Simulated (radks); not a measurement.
Values are calculated unless marked as measured or tabulated.
Q: All-electron atom: Pm14+ in [Kr] 4d10 5s1. Level of theory: Dirac Kohn-Sham, PBEsol, spin-unpolarised, spherical densities, finite nucleus; Fermi nuclear charge, rms radius 4.962 fm (a radial shooting solver on a logarithmic mesh with Libxc functionals). Some entries of the table are withheld. Estimate them.

orbital,occ.,eigenvalue (hartree),r(max) (bohr)
1s1/2,2,-1662.612,0.01479
2s1/2,2,-279.0642,0.08399
2p1/2,2,-264.8612,0.06371
2p3/2,4,-244.2912,0.06926
3s1/2,2,-69.20015,0.2389
3p1/2,2,(1),0.2259
3p3/2,4,(2),0.2377
3d3/2,4,-48.36296,0.1899
3d5/2,6,-47.46639,0.1932
4s1/2,2,-21.77255,0.5470
4p1/2,2,-19.41820,(3)
4p3/2,4,-18.44750,(4)
4d3/2,4,-14.53314,0.5824
4d5/2,6,-14.34925,0.5897
5s1/2,1,-9.62834,(5)

A: 
(1) 3p1/2 eigenvalue (hartree): -63.10850
(2) 3p3/2 eigenvalue (hartree): -58.96791
(3) 4p1/2 r(max) (bohr): 0.5520
(4) 4p3/2 r(max) (bohr): 0.5758
(5) 5s1/2 r(max) (bohr): 1.129
